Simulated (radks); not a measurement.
Values are calculated unless marked as measured or tabulated.
Problem. The mean radii <r> (bohr) of the occupied orbitals of an atom or ion are listed with their occupations. Code: a radial shooting solver on a logarithmic mesh with Libxc functionals. Model: Dirac Kohn-Sham, LDA (Slater exchange, Perdew-Wang correlation), spin-unpolarised, spherical densities, finite nucleus; Fermi nuclear charge, rms radius of each element as measured or else 0.836 A^(1/3) + 0.57 fm.

orbital  occ.      <r>
1s1/2       2  0.01836
2s1/2       2  0.07700
2p1/2       2  0.06367
2p3/2       4  0.07163
3s1/2       2   0.2008
3p1/2       2   0.1907
3p3/2       4   0.2054
3d3/2       4   0.1797
3d5/2       6   0.1842
4s1/2       2   0.4497
4p1/2       2   0.4547
4p3/2       4   0.4882
4d3/2       4   0.5049
4d5/2       6   0.5164
5s1/2       2    1.053
5p1/2       2    1.146
5p3/2       4    1.234
4f5/2       6   0.5979
4f7/2       8   0.6069
5d3/2       1    1.568

Name the element and its charge. Open shells, if any, fill j = l - 1/2 first.

Solution. Z = 74, tungsten, charge +5: W5+ in [Xe] 4f14 5d1. The 1s radius gives Z: for a bare nucleus <r> = (2 gamma + 1)/(2Z) with gamma = sqrt(1 - (Z/c)^2), 0.01813 bohr for Z = 74, and screening makes it slightly larger (0.01836 here). The occupations add up to 69, and the charge is Z minus that.
